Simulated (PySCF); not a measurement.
C2H9AlN (SMILES [CH3][Al]([CH3])<-[NH3]), doublet, geometry from GFN2-xTB (such geometries of metal compounds can be far from the true shape) (the spin is typed, not shown lowest). Base run: MN15/STO-3G (PySCF).

Geometry (Å):
```xyz
13

Al     0.4561     0.1440     0.5855
C      1.1804     1.0245    -1.1045
H      2.0031     0.4533    -1.5519
H      1.5941     2.0142    -0.8840
H      0.4428     1.1821    -1.9018
C     -1.4807     0.5316     1.0898
H     -1.9250    -0.2742     1.6870
H     -2.1589     0.7002     0.2434
H     -1.5515     1.4315     1.7097
N     -0.2117    -1.5986    -0.6159
H     -0.8435    -1.1665    -1.2850
H     -0.7331    -2.2962    -0.0956
H      0.5265    -2.0629    -1.1342
```
Charge 0, spin multiplicity 2.
Orbitals are unrestricted.
All else is at PySCF's defaults.
Base energy -372.62533 Eh.

Variants of this job, named by their change:

```json
[
 {"change": "base", "ΔE vs base (µEh)": "0.0", "grid points": "149592", "electrons on the grid": "41.00000"},
 {"change": "grids.prune = off", "ΔE vs base (µEh)": "0.0", "grid points": "238576", "electrons on the grid": "41.00000"},
 {"change": "grids.radi_method = mura_knowles", "ΔE vs base (µEh)": "5.8", "grid points": "142384", "electrons on the grid": "41.00000"},
 {"change": "grids.prune = dft.gen_grid.treutler_prune", "ΔE vs base (µEh)": "-7.8", "grid points": "129720", "electrons on the grid": "41.00000"},
 {"change": "grids.radi_method = gauss_chebyshev", "ΔE vs base (µEh)": "8.5", "grid points": "146128", "electrons on the grid": "41.00000"},
 {"change": "grids.atom_grid = (150, 974)", "ΔE vs base (µEh)": "13.4", "grid points": "1055584", "electrons on the grid": "41.00000"},
 {"change": "grids.level = 5", "ΔE vs base (µEh)": "19.0", "grid points": "382984", "electrons on the grid": "41.00000"},
 {"change": "grids.level = 4", "ΔE vs base (µEh)": "23.7", "grid points": "255160", "electrons on the grid": "41.00001"},
 {"change": "grids.radi_method = delley", "ΔE vs base (µEh)": "3.2", "grid points": "161136", "electrons on the grid": "41.00000"},
 {"change": "grids.prune = dft.gen_grid.sg1_prune", "ΔE vs base (µEh)": "325", "grid points": "64200", "electrons on the grid": "41.00007"},
 {"change": "grids.level = 1", "ΔE vs base (µEh)": "-211", "grid points": "44080", "electrons on the grid": "41.00003"}
]
```

Open shells are given as the SCF converged; they aren't shown to be the lowest states, and a large step between rows can be another state.
